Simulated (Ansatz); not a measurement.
Molecule: sum formula HSiOF2 (charge +1, singlet). It need not be the lowest isomer of its formula. 
Coordinates optimised at B3LYP-D3(BJ)/def2-TZVP (Ansatz, an electronic-structure program):
```
Si
F 1 1.5279
F 1 1.5318 2 117.18
O 1 1.5482 2 118.02 3 -180.00
H 4 0.9704 1 130.95 2 180.00
```
Charge +1, spin multiplicity 1.

Basis-set convergence of Hartree-Fock and MP2 correlation energies (hartree) with Ansatz. Valence correlation only, unless marked. No spin-orbit coupling. No relativistic terms.

```json
[
 {"basis": "cc-pV(D+d)Z", "functions": "70", "E(HF)": "-563.10010", "E(corr, MP2)": "-0.64189"},
 {"basis": "cc-pV(T+d)Z", "functions": "143", "E(HF)": "…", "E(corr, MP2)": "…"}
]
```

**Question.** What belongs in the gaps?

**Answer.** 
- cc-pV(T+d)Z, E(HF): -563.24536
- cc-pV(T+d)Z, E(corr, MP2): -0.83138
